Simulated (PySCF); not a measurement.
F₄Hf, multiplicity 1. Atoms are numbered in the order given.

```xyz
5

Hf     0.0000     0.0000     0.0000
F     -1.0991     1.0991    -1.0991
F      1.0991     1.0991     1.0991
F      1.0991    -1.0991    -1.0991
F     -1.0991    -1.0991     1.0991
```

Coordinates come from a PBE0-D3(BJ)/def2-SVP optimisation. The spin state was assumed, not searched. The isomer is the one that the SMILES or the coordinates give; other isomers of the formula were not compared. The def2 effective core potentials stand for the cores of Hf; spin–orbit coupling is left out.

These are PySCF with HF/def2-TZVP values and carry that method's errors.

ESP charges are fitted to the potential on shells at 1.4 to 2.0 van der Waals radii. Atomic charges (e):

```tsv
atom	ESP fit	Löwdin	Mulliken
Hf1	2.06	1.29	___
F2	-0.52	-0.32	___
F3	-0.52	-0.32	___
F4	-0.52	-0.32	___
F5	-0.52	-0.32	___
```

**Question.** Some entries are withheld; supply them. (Estimate from the structure and the level; the computed values follow.)

**Answer.** 
- Hf1, Mulliken: 2.15
- F2, Mulliken: -0.54
- F3, Mulliken: -0.54
- F4, Mulliken: -0.54
- F5, Mulliken: -0.54
